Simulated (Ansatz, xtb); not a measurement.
## Relative energy of two isomers of C5H6FNO

Structure a: `C#C[C@@H](F)C(=O)NC`, a singlet. Structure b: `C#C/C(F)=C(/O)NC`, a singlet. Both are isolated molecules in the gas phase, relaxed with r2SCAN-D4/def2-SVP, each in the lowest conformer that the search found.

a (Å):

```yaml
atoms:
  - { symbol: C, position_ang: [-3.3081, -0.8310, -0.1257] }
  - { symbol: C, position_ang: [-2.1641, -0.4897, -0.3415] }
  - { symbol: C, position_ang: [-0.7956, -0.0704, -0.6021] }
  - { symbol: C, position_ang: [0.0081, 0.0572, 0.7110] }
  - { symbol: C, position_ang: [1.2312, 1.6358, 2.1309] }
  - { symbol: F, position_ang: [-0.7839, 1.1327, -1.3133] }
  - { symbol: N, position_ang: [0.4571, 1.3091, 0.9561] }
  - { symbol: O, position_ang: [0.1924, -0.9236, 1.4070] }
  - { symbol: H, position_ang: [-4.3193, -1.1371, 0.0706] }
  - { symbol: H, position_ang: [-0.2759, -0.8265, -1.2184] }
  - { symbol: H, position_ang: [0.2252, 2.0279, 0.2786] }
  - { symbol: H, position_ang: [2.2214, 2.0370, 1.8602] }
  - { symbol: H, position_ang: [0.7108, 2.3756, 2.7609] }
  - { symbol: H, position_ang: [1.3658, 0.7104, 2.7066] }
```

b (Å):

```xyz
14

C    -0.3762   -2.5433    1.3144
C    -0.3153   -1.3208    1.3608
C    -0.2404    0.0733    1.3708
C    -0.1653    0.8971    0.2738
C     0.3784    1.2246   -2.0959
F    -0.2772    0.7357    2.5825
N    -0.2335    0.4728   -1.0188
O    -0.0544    2.2275    0.4255
H    -0.4294   -3.6153    1.2869
H    -0.0416    2.3935    1.3827
H    -0.2418   -0.5386   -1.1107
H     0.0848    2.2798   -2.0223
H     0.0111    0.8344   -3.0551
H     1.4846    1.1728   -2.0935
```

Problem. Estimate E(b) − E(a) at the level CCSD(T)/def2-SVP + ΔMP2/def2-TZVPP.

Solution. Calculated at CCSD(T)/def2-SVP + ΔMP2/def2-TZVPP: E(b) − E(a) = +90.3 kJ/mol, so structure a lies lower.

How the difference moves with the method:

```tsv
level	geometry	E(b) − E(a) (kJ/mol)	departure from the last row (kJ/mol)	job, with rough time for the two
r2SCAN-D4/def2-SVP	r2SCAN-D4/def2-SVP	+75.2	−15.2	optimisation, 97 s
HF/def2-SVP	r2SCAN-D4/def2-SVP	+103.3	+13.0	part of the CCSD(T) run
MP2/def2-SVP	r2SCAN-D4/def2-SVP	+101.0	+10.6	part of the CCSD(T) run
CCSD(T)/def2-SVP	r2SCAN-D4/def2-SVP	+100.9	+10.6	single point
CCSD(T)/def2-SVP + ΔMP2/def2-TZVPP	r2SCAN-D4/def2-SVP	+90.3		single point, 2.8 min
```

As drawn, b has 1 C=C, 1 C–O, 1 O–H in place of 1 C–C, 1 C=O, 1 C–H.

None of the levels shown reverses the order. The largest departure from CCSD(T)/def2-SVP + ΔMP2/def2-TZVPP is that of r2SCAN-D4/def2-SVP, 15.2 kJ/mol. Levels run at GFN2-xTB geometries aren't shown. The last row adds to CCSD(T) the change of the MP2 difference between the two basis sets, here −10.6 kJ/mol.

With thermal terms from frequencies at re-optimised GFN2-xTB minima (ideal gas, soft modes damped towards free rotors, one conformer each, 298.15 K, 1 atm): on the last row, ΔE + ΔZPE = +88.1, ΔH = +88.8, ΔG = +87.9 kJ/mol.

The correlated steps freeze 8 core orbitals. Mirror images aren't counted in ΔG. Programs: Ansatz 0.2.0, xtb 6.7.1; the last row on 2 threads of Arm Neoverse V1 on a shared host.
